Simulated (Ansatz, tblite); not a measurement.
Cost and result up the ladder for Mg₂S₂⁻ (the lowest doublet isomer of a short search) (4 atoms). Charge -1, multiplicity 2. Geometry: PBE-D4/def2-TZVPD.

Cartesian coordinates in Å:
```
Mg 0.123 -1.323 0.405
Mg -0.123 1.323 -0.405
S 1.801 -0.026 -0.632
S -1.801 0.026 0.632
```

Ansatz on 4 threads of Intel Xeon Platinum 8488C on a shared host; xTB runs through tblite on one thread. Times are rough, summed over both states, and most runs start from the orbitals of an earlier one. PBE0-D4/def2-TZVPD serves as the yardstick here, not as an exact answer. The other state is a singlet.

The xTB rows come from tblite. The structure comes from a short search, and lower isomers may exist.

Raw xTB energies of ions are shifted by several eV, and xTB has no spin-polarisation term.

```json
{"level": "GFN1-xTB", "functions": "26", "wall time": "0.01 s", "vertical IE (eV)": "4.93", "difference from PBE0-D4/def2-TZVPD (eV)": "3.28", "remarks": "–"}
{"level": "GFN2-xTB", "functions": "36", "wall time": "0.027 s", "vertical IE (eV)": "5.41", "difference from PBE0-D4/def2-TZVPD (eV)": "3.76", "remarks": "–"}
{"level": "PBE-D4/def2-TZVPD", "functions": "162", "wall time": "3.6 s", "vertical IE (eV)": "1.72", "difference from PBE0-D4/def2-TZVPD (eV)": "0.07", "remarks": "HOMO above zero (-1 doublet)"}
{"level": "PBE0-D4/def2-TZVPD", "functions": "162", "wall time": "5.5 s", "vertical IE (eV)": "1.64", "difference from PBE0-D4/def2-TZVPD (eV)": "0.00", "remarks": "–"}
{"level": "r2SCAN-D4/def2-TZVPD", "functions": "162", "wall time": "8.7 s", "vertical IE (eV)": "1.73", "difference from PBE0-D4/def2-TZVPD (eV)": "0.09", "remarks": "HOMO above zero (-1 doublet)"}
```
